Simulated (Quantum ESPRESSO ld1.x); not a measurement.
Results of a calculation; reference values are marked as such.
Task: The mean radii <r> (bohr) of the occupied orbitals of an atom or ion are listed with their occupations. Code: ld1.x of Quantum ESPRESSO 7.5. Model: scalar-relativistic Kohn-Sham, LDA (Slater exchange, Perdew-Zunger correlation), spin-polarised, spherical densities, point nucleus.

orbital  occ.      <r>
1s up       1  0.04706
1s down     1  0.04706
2s up       1   0.2104
2s down     1   0.2104
2p up       3   0.1839
2p down     3   0.1839
3s up       1   0.6254
3s down     1   0.6250
3p up       3   0.6475
3p down     3   0.6467
3d up       5   0.7275
3d down     5   0.7224
4s up       1    1.836

Name the element and its charge. Open shells, if any, are filled with parallel spins first.

Result: Z = 32, germanium, charge +3: Ge3+ in [Ar] 3d10 4s1. The 1s radius gives Z: for a bare nucleus <r> = (2 gamma + 1)/(2Z) with gamma = sqrt(1 - (Z/c)^2), 0.04601 bohr for Z = 32, and screening makes it slightly larger (0.04706 here). The occupations add up to 29, and the charge is Z minus that.
